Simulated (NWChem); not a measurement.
C$_{3}$H$_{2}$F$_{2}$; SMILES FC=C=CF

Results from NWChem. Medium grid unless said otherwise, to which SCAN and Minnesota functionals are sensitive. Coordinates come from a PBE0/def2-SVP optimisation. B3LYP is NWChem's, with the RPA form of VWN correlation. Total energies of different functionals are on different scales.

```json
[
 {"level": "B3LYP/def2-SVP", "energy (Ha)": "-314.8748", "highest occupied level (eV)": "-7.70", "orbital gap (eV)": "7.20", "dipole (D)": "1.57"},
 {"level": "PBE/def2-SVP", "energy (Ha)": "-314.5450", "highest occupied level (eV)": "-6.61", "orbital gap (eV)": "5.35", "dipole (D)": "1.39"},
 {"level": "BHandHLYP/def2-SVP", "energy (Ha)": "-314.7220", "highest occupied level (eV)": "-9.18", "orbital gap (eV)": "10.00", "dipole (D)": "1.80"},
 {"level": "MPW1K/def2-SVP", "energy (Ha)": "-314.7634", "highest occupied level (eV)": "-9.01", "orbital gap (eV)": "9.36", "dipole (D)": "1.77"},
 {"level": "HCTH/407/def2-SVP", "energy (Ha)": "-314.8139", "highest occupied level (eV)": "(withheld)", "orbital gap (eV)": "(withheld)", "dipole (D)": "(withheld)"},
 {"level": "TPSSh/def2-SVP", "energy (Ha)": "-314.8774", "highest occupied level (eV)": "-7.22", "orbital gap (eV)": "6.49", "dipole (D)": "1.55"},
 {"level": "r2SCAN/def2-SVP", "energy (Ha)": "-314.7174", "highest occupied level (eV)": "-6.96", "orbital gap (eV)": "5.82", "dipole (D)": "1.55"}
]
```

Question: What belongs in the gaps?

Answer: 
- HCTH/407/def2-SVP, highest occupied level (eV): -6.82
- HCTH/407/def2-SVP, orbital gap (eV): 5.40
- HCTH/407/def2-SVP, dipole (D): 1.44
